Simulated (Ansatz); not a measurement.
Calculated with Ansatz (gas phase, PBE0-D4/def2-TZVP geometries, no zero-point term in ΔE). CCSD(T)/CBS is the MP2 limit (def2-TZVPP, def2-QZVPP) plus CCSD(T) − MP2 in def2-TZVPP, frozen cores. This one scheme is used for every species. DFT in def2-TZVPP. B3LYP here is the variant with VWN-RPA as its local correlation; programs differ in this. HSE06 is defined as in plane-wave codes. For Br outer-core shells are correlated without core-valence functions, which leaves a few kJ/mol of doubt a bond. Scalar relativity is left out up to krypton. One conformer a species, not always the lowest.

Reaction (formal exchange of groups at a B–O bond): `COB(O)Br` + BH₃ → `BB(O)Br` + CH₃OH

```
             level  ΔE (kJ/mol)  difference from CCSD(T)/CBS
       LDA (SPW92)        124.9                         -9.7
            PBE-D4        117.3                        -17.3
         revPBE-D4        118.6                        -16.0
           BLYP-D4        128.4                         -6.2
         r2SCAN-D4        131.3                         -3.3
            B97M-V        130.5                         -4.1
          B3LYP-D4        134.0                         -0.6
        r2SCANh-D4        133.0                         -1.6
        r2SCAN0-D4        135.4                          0.8
          HSE06-D4        124.9                         -9.7
          BHLYP-D4        142.8                          8.2
      CAM-B3LYP-D4        140.5                          5.9
           ωB97M-V        138.9                          4.3
            B2PLYP        136.4                          1.8
          PBE-QIDH        135.3                          0.7
               PBE        114.6                        -20.0
            revPBE        110.6                        -24.0
              BLYP        122.6                        -12.0
            r2SCAN        130.5                         -4.1
              PBE0        123.0                        -11.6
             B3LYP        129.8                         -4.8
           r2SCANh        132.2                         -2.4
           r2SCAN0        134.4                         -0.2
             HSE06        122.8                        -11.8
             BHLYP        139.9                          5.3
         CAM-B3LYP        138.1                          3.5
           LC-ωPBE        131.6                         -3.0
RPA@PBE/def2-TZVPP        137.9                          3.3
       HF/def2-SVP        158.1                         23.5
     CCSD/def2-SVP        151.2                         16.6
  CCSD(T)/def2-SVP        151.1                         16.5
     HF/def2-TZVPP        149.5                         14.9
    MP2/def2-TZVPP        143.7                          9.1
SCS-MP2/def2-TZVPP        144.1                          9.5
CCSD(T)/def2-TZVPP        137.4                          2.8
     HF/def2-QZVPP        149.7                         15.1
    MP2/def2-QZVPP        142.1                          7.5
SCS-MP2/def2-QZVPP        142.5                          7.9
      HF/CBS(def2)        149.8                         15.2
     MP2/CBS(def2)        140.9                          6.3
       CCSD(T)/CBS        134.6                            0
```

Largest T1 diagnostic among the species: 0.011.

From PBE to PBE0 (25 % exact exchange), in def2-TZVPP and without D4, ΔE moves by +8.4 kJ/mol. The D4 term adds +4.2 kJ/mol with B3LYP and +2.3 kJ/mol with PBE0; it sums over pairs of atoms, weighted by their polarisabilities, and B3LYP, whose exchange is more repulsive, gets the larger term. Leaving LDA and LC-ωPBE aside and taking each functional with its dispersion term where it has one, the values spread over 25.5 kJ/mol, from PBE-D4 to BHLYP-D4. LDA lies +10.2 kJ/mol from PBE without D4.
